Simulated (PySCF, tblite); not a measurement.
Isomers of C5H5ClNPS, one GFN2-xTB conformer each. Single-point energies are computed at PBE0/pcSseg-1 (PySCF, gas phase, no added dispersion term), electronic only.

Question: Rank them by PBE0/pcSseg-1 energy, lowest first (kJ/mol).
A. `[CH3:1][S:2][c:3]1[cH:4][cH:5][n:6][c:7]([Cl:8])[p:9]1` with C1–S2–C3–C4 180°
B. `[CH3:1][S:2][c:3]1[cH:4][cH:5][p:6][c:7]([Cl:8])[n:9]1` with C1–S2–C3–C4 180°

Answer: B (0.0), A (10.5).

GFN2-xTB itself gives, in the same order: 0.0, 12.9. Both levels put the same isomer lowest.

Which frontier levels, dipoles and rotational constants go with these structures?

```json
{"SMILES": "CSc1ccpc(Cl)n1", "HOMO (eV, PBE0/pcSseg-1)": "-6.58", "LUMO (eV)": "-2.03", "dipole (D)": "2.11", "A, B, C (MHz)": "1530, 765.3, 511.8"}
{"SMILES": "CSc1ccnc(Cl)p1", "HOMO (eV, PBE0/pcSseg-1)": "-6.96", "LUMO (eV)": "-2.13", "dipole (D)": "3.41", "A, B, C (MHz)": "2114, 644.7, 495.6"}
```

What happens when harmonic zero-point energies from GFN2-xTB frequencies are added?

```json
{"SMILES": "CSc1ccpc(Cl)n1", "ZPE (kJ/mol)": "232.0", "electronic (kJ/mol)": "0.0", "with ZPE (kJ/mol)": "0.0"}
{"SMILES": "CSc1ccnc(Cl)p1", "ZPE (kJ/mol)": "232.1", "electronic (kJ/mol)": "10.5", "with ZPE (kJ/mol)": "10.7"}
```

The zero-point energies span 0.1 kJ/mol. The order is unchanged.
